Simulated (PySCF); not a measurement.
Two species compared at the same levels of theory.

First species: C7H6O2.
SMILES with atom numbers: `[CH:1]#[C:2][c:3]1[c:4]([O:5][CH2:6][CH3:7])[c:8]1=[O:9]` (hydrogens: H10 on C1; H11, H12 on C6; H13, H14, H15 on C7)

Geometry (GFN2-xTB, Å), atoms numbered from 1 in this order:
```
atom  x, y, z in Å
C1     2.7967   -1.0208    0.8093
C2     2.1043   -0.2150    0.2415
C3     1.3283    0.7235   -0.4081
C4     0.0830    1.0774   -0.8626
O5    -1.1646    0.7099   -0.9851
C6    -1.5178   -0.5580   -0.4148
C7    -1.6142   -0.4852    1.1021
C8     1.1626    1.9894   -1.0651
O9     1.5946    3.0253   -1.4731
H10    3.4059   -1.7185    1.3010
H11   -2.4859   -0.7997   -0.8580
H12   -0.7795   -1.3096   -0.7172
H13   -2.3186    0.2893    1.3959
H14   -1.9567   -1.4397    1.4909
H15   -0.6424   -0.2603    1.5365
```

Second species: CF3C(O)NH2, C2H2F3NO.
Z-matrix (Å and degrees, GFN2-xTB geometry), rows numbered from 1:
```
N 
C   1  1.3409
O   2  1.1987  1  126.69
C   2  1.5605  1  111.15  3  -179.47
F   4  1.3243  2  112.94  1  -172.34
F   4  1.3449  2  110.71  1    66.48
F   4  1.3467  2  111.07  1   -51.13
H   1  1.0078  2  118.57  3    -0.30
H   1  1.0061  2  122.56  3  -179.27
```

Levels: PBE0/pcSseg-1 for dipole moment, HOMO energy, LUMO energy and HOMO–LUMO gap; GFN2-xTB for rotational constant A and rotational constant C. Geometries: GFN2-xTB. All species are isolated and taken at one optimised geometry, non-relativistic unless stated; the electronic structure was computed with PySCF and density fitting.

The conformers computed, where there is a choice (atom-mapped SMILES and torsion angles):
- `[CH:1]#[C:2][c:3]1[c:4]([O:5][CH2:6][CH3:7])[c:8]1=[O:9]`: C3–C4–O5–C6 3°, C4–O5–C6–C7 75°
- `[NH2:1][C:2](=[O:3])[C:4]([F:5])([F:6])[F:7]`: N1–C2–C4–F5 -172°, H–N1–C2–O3 0°, H–N1–C2–O3 -179°

Values for the first species:

* Dipole moment: 6.15 D
* HOMO energy: -7.15 eV
* LUMO energy: -1.53 eV
* HOMO–LUMO gap: 5.62 eV
* Rotational constant A: 1.887 GHz
* Rotational constant C: 0.857 GHz

(1) Estimate the same properties for the second species, and the change in each.

Results:

(1) 
| property | first | second | second less first |
| --- | --- | --- | --- |
| dipole moment | 6.15 D | 3.84 D | -2.31 D |
| HOMO energy | -7.15 eV | -8.45 eV | -1.30 eV |
| LUMO energy | -1.53 eV | -0.40 eV | +1.13 eV |
| HOMO–LUMO gap | 5.62 eV | 8.05 eV | +2.43 eV |
| rotational constant A | 1.887 GHz | 3.820 GHz | +1.933 GHz |
| rotational constant C | 0.857 GHz | 2.037 GHz | +1.180 GHz |

On the first: The dipole matches unit charges of opposite sign 1.28 Å apart (1 e·Å = 4.8032 D).

On the second: The dipole equals about 12.8 × 10⁻³⁰ C·m (1 D = 3.33564 × 10⁻³⁰ C·m).
